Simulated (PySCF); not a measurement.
Zn(SeH)(SiH3) (H₄SeSiZn), SMILES [SiH3][Zn][SeH].

Geometry: B3LYP-D3(BJ)/def2-SVP. Other conformers were not sampled.

The numbers are results of PySCF with B3LYP-D3(BJ)/def2-SVP, not measurements.

Frequencies are harmonic and unscaled.

A small imaginary wavenumber (i) marks a very flat motion, where grid noise or a shallow saddle decides the sign.

Computed vibrational spectrum:
```tsv
mode	ν (cm⁻¹)	IR (km/mol)	moving atoms (share of kinetic energy)
1	17i	3.6	H 99 %
2	72	5.0	Zn 55 %, Si 21 %, Se 12 %, H 11 %
3	74	3.7	Zn 56 %, Si 21 %, Se 12 %, H 10 %
4	223	6.5	Se 45 %, Si 42 %
5	358	24.8	Zn 55 %, Si 32 %, Se 9 %
6	441	3.2	H 89 %, Si 10 %
7	451	5.6	H 88 %, Si 10 %
8	542	4.2	H 96 %
9	868	337.7	H 91 %, Si 9 %
10	942	37.3	H 98 %
11	943	37.3	H 98 %
12	2192	88.2	H 99 %
13	2201	100.6	H 96 %
14	2202	100.7	H 96 %
15	2390	19.3	H 99 %
```
